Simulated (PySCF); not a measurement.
# Correlation energy of Hf (hafnium, neutral)

[Xe] 4f14 5d4, high-spin 5D determinant (an excited configuration). Computed with PySCF 2.14 in x2c-TZVPPall, with the spin-free X2C one-electron Hamiltonian (Gaussian nucleus). Frozen: [Xe] 4f14; 4 electrons correlated.

```
  level  correlation energy (mhartree)
   CCSD                         -44.99
    (T)                          -2.12
CCSD(T)                         -47.11
```

Diagnostics: T1 = 0.015, D1 = 0.0223, largest double amplitude 0.070.

Question: Is a single reference adequate?

Answer: Mostly. T1 lies below 0.03, but a double amplitude of this size points to a near-degeneracy that CCSD handles and MP2 describes poorly.
